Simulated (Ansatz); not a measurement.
Relaxation of AlClH6OSn (10 atoms, charge 0, multiplicity 1), to a largest force component of 0.03 eV/Å in at most 50 steps.

Theory: RKS PBE-D4/def2-SVP (Ansatz).

```xyz
10
Properties=species:S:1:pos:R:3
Sn 0.435 0.269 -0.143
H -1.248 0.333 2.270
Cl 2.174 0.372 -1.781
H -0.895 1.184 -0.738
H 0.189 -1.388 0.253
O 1.279 1.269 1.332
Al 2.957 1.572 1.657
H 4.000 0.364 1.615
H 3.330 3.056 2.106
H -0.620 0.689 2.314
```

Task: Where does it end, and by what steps?

Result: It converged. The force dipped under the threshold on the way, but the program's further checks kept it going. After 17 steps the energy has fallen by 0.098 eV; H9 moved furthest, 0.75 Å.

```
step  energy less start (eV)  largest force component (eV/Å)  accepted
   0                  0.0000                           1.710       yes
   1                 -0.0755                           0.094       yes
   2                 -0.0820                           0.031       yes
   3                 -0.0832                           0.027       yes
   4                 -0.0847                           0.085       yes
   5                 -0.0825                           0.254        no
   6                 -0.0872                           0.076       yes
   7                 -0.0891                           0.116       yes
   8                 -0.0906                           0.153       yes
   9                 -0.0922                           0.135       yes
  10                 -0.0937                           0.090       yes
  11                 -0.0941                           0.091       yes
  12                 -0.0919                           0.263        no
  13                 -0.0962                           0.044       yes
  14                 -0.0970                           0.028       yes
  15                 -0.0973                           0.019       yes
  16                 -0.0976                           0.037       yes
  17                 -0.0978                           0.028       yes
```

```xyz
10
Properties=species:S:1:pos:R:3
Sn 0.536 0.160 -0.321
H -1.445 0.642 2.620
Cl 2.100 0.187 -2.111
H -0.855 1.035 -0.828
H 0.349 -1.473 0.193
O 1.390 1.216 1.133
Al 2.978 1.569 1.714
H 4.220 0.668 1.261
H 3.079 2.775 2.755
H -0.752 0.941 2.467
```

Whether the end is a true minimum wasn't checked by a vibrational analysis.

Run time: 46 s on 2 threads of Arm Neoverse V1, on a shared host, peak memory 0.15 GiB.
